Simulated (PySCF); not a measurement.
Nitrogen: a sound run and one with changed settings

Sound run: N²⁺ [He] 2s2 2p1, N³⁺ [He] 2s2. Calculation: PySCF 2.14, in aug-cc-pVDZ; no relativity, point nucleus. In the sound run the correlated levels freeze 1s2. The sound run starts from symmetry-adapted Hartree-Fock orbitals and uses a fine grid where one is needed.

Changed run: initial guess 1e, at most 5 SCF cycles. This setting is unsound on purpose.

```
species   method  sound run (hartree)  changed run (hartree)  converged
    N²⁺      UHF            -52.80727              -52.80727         no
    N²⁺     TPSS            -52.96607              -52.96607        yes
    N²⁺     PBE0            -52.89214              -52.89214        yes
    N³⁺      UHF            -51.06854              -51.06854        yes
    N³⁺     TPSS            -51.19269              -51.19269        yes
    N³⁺     PBE0            -51.12666              -51.12666        yes
    N³⁺      MP2            -51.11488              -51.11488        yes
    N³⁺  CCSD(T)            -51.15329              -51.15329        yes
```

Ionisation energy of N²⁺:

| method | sound run (eV) | changed run (eV) |
| --- | --- | --- |
| TPSS | 48.256 | 48.256 |
| PBE0 | 48.041 | 48.041 |

The SCF was stopped early; the energies are upper bounds that still move, and correlated levels were skipped or rest on poor orbitals.

For comparison, NIST gives 47.445 eV between the lowest levels.
